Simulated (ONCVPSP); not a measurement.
In, ONCV: configuration errors across variants

indium (In), optimised norm-conserving Vanderbilt (ONCV), made with ONCVPSP 4.0.1 (PBE, scalar-relativistic). Core [Kr], reference 4d10 5s2 5p1. Waves: 5s: rc 2.30 bohr, ncon 4, nbas 7, qcut 2.6 1/bohr, 2 projectors, debl 2.6 Ha; 5p: rc 2.45 bohr, ncon 4, nbas 8, qcut 3.1 1/bohr, 2 projectors, debl 1.8 Ha; 4d: rc 1.05 bohr, ncon 4, nbas 7, qcut 8.7 1/bohr, 2 projectors, debl 3 Ha. Local part: polynomial inside 0.85 bohr (lpopt 4, dvloc0 -1 Ha). Core correction: Teter function, parameters optimised by the program.

All-electron excitation energies from the reference (eV): (1) 4d10 5s2 5p0 5.363; (2) 4d10 5s1 5p0 24.599; (3) 4d10 5s2 5p0.5 1.941.

A true bound ghost makes a file unfit for plane-wave use even where its test errors are small: the radial tests pick states by their node count and pass the ghost by.

Errors AE − PS in meV (a dash: test not solved or not reliable):

```csv
change,(1),(2),(3),bound ghosts,GHOST(+) flags above zero
base,-1.8,-15,-0.5,"s, p",s
s: nbas 9,-1.7,-12,-0.5,"s, p",s
"core correction Teter function, fcfact 5.75, rcfact 1.75",-8.8,-110,-1.5,"s, p",s
p: qcut 1.7,-1.5,-15,-0.5,"s, p",s
s: nproj 3,-1.8,-15,-0.5,"s, p",none
d: debl 1.3,-1.8,-15,-0.5,"s, p",s
```

(1) Give the same row for: s: rc 3.12.

Results:

(1) +0.5, -24, -0.3; bound ghosts: s, p; GHOST(+) flags above zero: s.
